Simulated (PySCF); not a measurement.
**Trend along the chalcogens: MH anions**

PBE0 with double-zeta basis sets in PySCF, for the lowest determinant that a PBE0 search found; no spin–orbit coupling. De refers to high-spin ground-configuration atoms (the charge goes to the atom of lower measured ionisation energy or higher electron affinity, which is not always the lowest computed limit). A positive dipole points towards H; it is taken about the centre of mass and depends on that origin.

```json
{"M": "O", "basis": "aug-cc-pVDZ", "charged atom": "O−", "state (unpaired electrons)": "singlet (closed shell)", "Re (Å)": "0.966", "ωe (cm⁻¹)": "3803", "De (eV)": "4.75", "μ (D)": "1.18"}
{"M": "S", "basis": "aug-cc-pVDZ/aug-cc-pV(D+d)Z", "charged atom": "S−", "state (unpaired electrons)": "singlet (closed shell)", "Re (Å)": "1.354", "ωe (cm⁻¹)": "2671", "De (eV)": "3.91", "μ (D)": "0.42"}
{"M": "Se", "basis": "def2-SVPD", "charged atom": "Se−", "state (unpaired electrons)": "singlet (closed shell)", "Re (Å)": "1.477", "ωe (cm⁻¹)": "2404", "De (eV)": "3.55", "μ (D)": "0.02"}
{"M": "Te", "basis": "aug-cc-pVDZ-PP/aug-cc-pVDZ", "charged atom": "Te−", "state (unpaired electrons)": "singlet (closed shell)", "Re (Å)": "1.674", "ωe (cm⁻¹)": "2078", "De (eV)": "3.08", "μ (D)": "-0.36"}
```

The shortest bond is that of OH⁻ (0.966 Å), the longest that of TeH⁻ (1.674 Å). OH⁻ is bound most strongly (4.75 eV) and TeH⁻ least (3.08 eV).

The rows differ in basis set, which adds steps of its own.

Down a group the atoms grow and get heavier, so bonds lengthen and wavenumbers fall; this series shows no clear exception.

These are scalar-relativistic numbers at best; spin–orbit coupling would shift them, the dissociation energy most. For an ion De counts to the pair picked by the measured ionisation energies or electron affinities, which need not be the lowest pair at this level. The highest Kohn–Sham level is positive in some of these anions. Much of that is self-interaction error, but it also means that the finite basis helps to hold the extra electron.
